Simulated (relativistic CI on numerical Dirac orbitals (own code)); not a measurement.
Calculated at this level of theory: Dirac-Coulomb-Breit CI, KLI orbitals optimised for each configuration, QED by a radiative potential, unscaled Slater integrals (own radial code, finite nucleus).

CI space (outside the closed core [Ne]): 3s², 3s3p, 3p², 3s3d, 3d², 3p3d, 3p4s, 3d4s, 3s4s, 3s4p, 3s4d, 3s4f, 3s5s, 3s5p, 3s5d, 4s², 3s5f, 3s5g, 3s6s, 3s6p, 3s6d. Levels of other configurations are missing.

At this charge energies of transitions that change n are usually good to better than 1 %, and those within a shell (Δn = 0) to a few per cent.

Outline of the computed level scheme of Nb XXX. Lowest level of each configuration: 3s² ¹S0 at 0.000 eV; 3s3p ³P°0 at 58.218 eV; 3p² ³P0 at 140.313 eV; 3s3d ³D1 at 183.583 eV; 3p3d ³F°2 at 246.301 eV; 3d² ³F2 at 371.470 eV; 3s4s ³S1 at 751.589 eV; 3s4p ³P°0 at 781.916 eV; 3p4s ³P°0 at 822.259 eV.

Some strong electric-dipole decays among the lowest 43 levels: 3s4p ¹P°1 → 3s² ¹S0 (3.3e+12 s⁻¹); 3s4s ¹S0 → 3s3p ¹P°1 (2.9e+12 s⁻¹); 3s4s ³S1 → 3s3p ³P°2 (2.0e+12 s⁻¹); 3s4p ³P°1 → 3s² ¹S0 (1.7e+12 s⁻¹); 3p4s ³P°1 → 3p² ¹D2 (1.2e+12 s⁻¹); 3s4s ³S1 → 3s3p ³P°1 (1.0e+12 s⁻¹); 3p4s ³P°1 → 3p² ³P0 (6.7e+11 s⁻¹); 3s4p ³P°2 → 3s3d ³D3 (5.7e+11 s⁻¹).

LS names give the leading component of a level, which can be under half, so a name can repeat, a term be missing and a line seem to break the LS rules.
